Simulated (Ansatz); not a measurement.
Geometry optimisation, RKS PBE-D4/def2-mTZVP in Ansatz.

input.yaml

```yaml
crystal:
  periodic: [false, false, false]
  atoms:
    - { symbol: Ga, position_ang: [-0.024281, 0.387177, 0.053179] }
    - { symbol: Cl, position_ang: [0.010425, 0.892316, 2.218948] }
    - { symbol: H, position_ang: [1.391425, 0.328459, -0.618036] }
    - { symbol: H, position_ang: [-1.461644, 0.269838, -0.559607] }
    - { symbol: Si, position_ang: [0.131191, -2.958016, 1.158522] }
    - { symbol: H, position_ang: [-0.668619, -3.468138, 0.004284] }
    - { symbol: H, position_ang: [1.561699, -3.358292, 1.011995] }
    - { symbol: H, position_ang: [-0.437317, -3.439495, 2.451367] }
    - { symbol: H, position_ang: [0.062522, -1.47725, 1.184648] }
basis:
  gaussian: { orbitals: def2-mTZVP }
hamiltonian:
  xc: pbe
  dispersion: d4
relax:
  f_tol: 0.03
  max_steps: 50
output:
  orbitals: {}
```

Run as:

```bash
$ ansatz run input.yaml --threads 2 --pin off --max-ram 3072MiB --backend cpu --events-out ev --progress --plain --runs-dir out
```

Question: Where does it end, and by what steps?

Answer: The forces met the threshold. The force dipped under the threshold on the way, but the program's further checks kept it going. After 18 steps the energy has fallen by 0.174 eV; H9 moved furthest, 1.16 Å.

| step | energy less start (eV) | largest force component (eV/Å) | accepted |
| --- | --- | --- | --- |
| 0 | 0.0000 | 0.555 | yes |
| 1 | -0.0849 | 0.337 | yes |
| 2 | -0.1135 | 0.165 | yes |
| 3 | -0.0691 | 0.550 | no |
| 4 | -0.1251 | 0.045 | yes |
| 5 | -0.1276 | 0.046 | yes |
| 6 | -0.1284 | 0.051 | yes |
| 7 | -0.1298 | 0.021 | yes |
| 8 | -0.1309 | 0.098 | yes |
| 9 | -0.1317 | 0.179 | yes |
| 10 | -0.1336 | 0.126 | yes |
| 11 | -0.1397 | 0.152 | yes |
| 12 | -0.1464 | 0.236 | yes |
| 13 | -0.1489 | 0.283 | yes |
| 14 | -0.1569 | 0.274 | yes |
| 15 | -0.1683 | 0.068 | yes |
| 16 | -0.1715 | 0.032 | yes |
| 17 | -0.1733 | 0.054 | yes |
| 18 | -0.1741 | 0.029 | yes |

```xyz
9
Properties=species:S:1:pos:R:3
Ga -0.003 0.334 0.236
Cl 0.447 0.380 2.390
H 1.269 0.368 -0.680
H -1.520 0.545 -0.106
Si 0.085 -2.914 1.049
H -0.172 -4.159 0.261
H 1.515 -2.818 1.455
H -0.850 -2.795 2.202
H -0.207 -1.764 0.098
```

Whether the end is a true minimum wasn't checked by a vibrational analysis.

Run time: 71 s on 2 threads of Intel(R) Xeon(R) Processor @ 2.50GHz (Skylake/Cascade Lake) (shared host), peak memory 0.15 GiB.
